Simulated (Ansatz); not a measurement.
Cl2Mg (SMILES [Cl][Mg][Cl]) moved off its minimum; all values from Ansatz (an electronic-structure program), cores frozen in correlated methods.
(charge 0, multiplicity 1)
```xyz
3

Mg    -0.0205     0.0382     0.1040
Cl     0.0415    -0.1503    -2.0938
Cl     0.1105    -0.1259     2.2437
```

| level | largest force (eV/Å) | on atom | rms difference from CCSD(T)/def2-TZVPPD (eV/Å) | dipole (D) |
|---|---|---|---|---|
| HF/def2-TZVPP | 0.75 | Mg1 | 0.057 | 1.11 |
| PBE/def2-TZVPP | 0.71 | Mg1 | 0.021 | 0.95 |
| r2SCAN/def2-TZVPP | 0.72 | Mg1 | 0.084 | 1.01 |
| B3LYP/def2-TZVPP | 0.72 | Mg1 | 0.053 | 0.99 |
| wB97M-V/def2-TZVPP | 0.72 | Mg1 | 0.081 | 1.01 |
| MP2/def2-TZVPPD | 0.75 | Mg1 | 0.005 | 1.06 |
| CCSD(T)/def2-TZVPPD | 0.74 | Mg1 | 0.000 | 1.05 |

The differences count from one level among others, with limits of its own. Forces at CCSD(T)/def2-TZVPPD (eV/Å):

```
atom      Fx      Fy      Fz
----  ------  ------  ------
Mg1    0.055  -0.125  -0.732
Cl2   -0.045   0.091   0.244
Cl3   -0.010   0.034   0.488
```
